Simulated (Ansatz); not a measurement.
Total energies of C4H5F3O, SMILES `F[C@@H]1C[C@H](F)O[C@H]1F`.

Cartesian coordinates in Å:
```
F -1.797 -1.268 -0.601
C -1.151 -0.062 -0.675
C -0.707 0.395 0.703
C 0.703 -0.148 0.796
F 0.697 -1.463 1.207
C 1.149 -0.086 -0.657
F 1.699 1.156 -0.889
O 0.013 -0.230 -1.431
H -1.821 0.622 -1.201
H -0.683 1.486 0.743
H -1.358 0.020 1.490
H 1.368 0.416 1.450
H 1.888 -0.838 -0.937
```

The species carries charge 0 and has multiplicity 1. Geometry: relaxed with PBE0-D4/def2-TZVP. Basis def2-TZVPP, the Gaussian-basis code of Ansatz.

RPA on PBE orbitals: Hartree–Fock energy of these orbitals -527.69014 Eh, correlation -2.50556 Eh (frozen core).

```tsv
functional	energy without D4 (Eh)	D4 term (kJ/mol)
LDA (SPW92)	-526.56577	–
PBE	-529.85122	-27.2
revPBE	-530.23370	-95.4
r2SCAN	-530.16437	-6.9
B97M-V	-530.28551	–
B3LYP	-530.41099	-43.3
HSE06 (plane-wave form)	-529.84317	-20.8
CAM-B3LYP	-530.24265	-22.5
LC-ωPBE	-530.11341	–
PBE-QIDH	-529.79790	–
```

Give the same for BLYP, PBE0, r2SCANh, r2SCAN0, BHLYP, ωB97X-V, ωB97M-V, B2PLYP. (Best estimate.)

Ansatz gave: 
```tsv
functional	energy without D4 (Eh)	D4 term (kJ/mol)
BLYP	-530.30115	-61.3
PBE0	-529.86700	-22.7
r2SCANh	-530.13682	-7.2
r2SCAN0	-530.09753	-7.9
BHLYP	-530.16977	-29.2
ωB97X-V	-530.25169	–
ωB97M-V	-530.26055	–
B2PLYP	-530.06597	–
```

B3LYP takes the VWN-RPA correlation (the form of Gaussian; ORCA's B3LYP/G). HSE06 is the plane-wave form, built on full-range PBE exchange. The double hybrids freeze the cores in their second-order part.

LC-ωPBE has ω = 0.4 bohr⁻¹.
